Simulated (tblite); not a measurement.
C3H6F2OSi.
Structure used (GFN2-xTB), in Å, numbered top down from 1:
```
atom  x, y, z in Å
C1    -1.4563    0.1363   -0.8084
C2    -0.9035   -0.4907    0.4648
F3    -1.4213   -1.7789    0.5910
Si4    1.0144   -0.6135    0.5130
F5     1.5390   -1.0901   -0.9379
C6     1.7711    1.1421    0.6944
O7     1.4241    1.9630    1.5038
H8    -1.0997   -0.4023   -1.6834
H9    -1.1358    1.1729   -0.8719
H10   -2.5439    0.1014   -0.7994
H11   -1.2862    0.0482    1.3402
H12    1.5031   -1.5805    1.4758
H13    2.5906    1.3926   -0.0142
```

All values are computed: GFN2-xTB (tblite) harmonic vibrations without scaling, gas phase. Against measured fundamentals such values can be off by several per cent, at times by over 20. Modes of hydrogen on silicon can be 10 to 20 % off. One conformer, not necessarily the lowest.

Harmonic wavenumbers (cm⁻¹): 30.0, 39.0, 90.1, 138.5, 152.6, 205.8, 268.6, 325.0, 368.3, 435.2, 568.3, 598.0, 647.2, 707.7, 779.5, 817.5, 904.9, 999.2, 1065.0, 1112.8, 1246.9, 1286.2, 1357.6, 1399.7, 1470.8, 1491.9, 1749.5, 2381.6, 2699.3, 2910.4, 3033.8, 3044.6, 3046.1.

A = 2771, B = 1440, C = 1213 MHz; mass 124.016 u (most abundant isotopes); point group C1, symmetry number 1.

Zero-point energy?

½Σν̃ = 18686 cm⁻¹ = 53.43 kcal/mol.

What is S at 273.15 K and 1 bar for an ideal gas of classical rigid rotors and harmonic oscillators?

Translation 39.95, rotation 28.33, vibration 27.57: S = 95.8 cal/(mol K).

And Cp and H(273.15 K) − H(0)?

Cp = 31.58 cal/(mol K), of which vibrations give 23.63 (their classical limit is 33 R = 65.6); H(273.15 K) − H(0) = 5.80 kcal/mol without the zero-point energy, 3.63 from vibrations.

Which modes carry the vibrational entropy at 273.15 K?

30.0 cm⁻¹: 5.66; 39.0 cm⁻¹: 5.14; 90.1 cm⁻¹: 3.49; 138.5 cm⁻¹: 2.66; 152.6 cm⁻¹: 2.47; 205.8 cm⁻¹: 1.92 cal/(mol K); the other 27 give 6.23 together.

Blend soft modes into free rotors: weight 1/[1 + (100 cm⁻¹/ν̃)⁴] for the oscillator and the rest for a rotor with moment μB/(μ + B), μ = h/(8π²ν), B = 10⁻⁴⁴ kg m². What vibrational entropy results?

24.07 cal/(mol K) in place of 27.57, which changes −T·S at 273.15 K by +0.95 kcal/mol.

What must be added to the electronic energy to get the Gibbs energy at 273.15 K and 1 bar?

ZPE + [H(273.15 K) − H(0)] − T·S = 53.43 + 5.80 − 26.18 = 33.05 kcal/mol.

How do the functions run with temperature in this model?

| T (K) | S (cal/(mol K)) | Cp (cal/(mol K)) | H − H(0) (kcal/mol) | G − H(0) (kcal/mol) | ln q(vib) |
| --- | --- | --- | --- | --- | --- |
| 150 | 79.7 | 22.9 | 2.43 | -9.53 | 4.00 |
| 250 | 93.1 | 30.0 | 5.08 | -18.19 | 6.62 |
| 298.15 | 98.7 | 33.2 | 6.61 | -22.81 | 7.80 |
| 400 | 109.3 | 39.2 | 10.30 | -33.42 | 10.16 |
| 600 | 127.0 | 48.1 | 19.10 | -57.11 | 14.39 |
| 900 | 148.3 | 56.6 | 34.92 | -98.53 | 19.96 |

q(vib) and H(0) count from the zero-point level.

Hindered rotation and anharmonicity are outside this model. Other conformers, if any are populated, would add a mixing term that is left out. The structure is chiral; the term R ln 2 for an equal mix with its mirror image is left out.

Hardware: Arm Neoverse N1, one thread, no GPU, shared host. Cost: 0.56 s. The figure is for the frequency step alone.
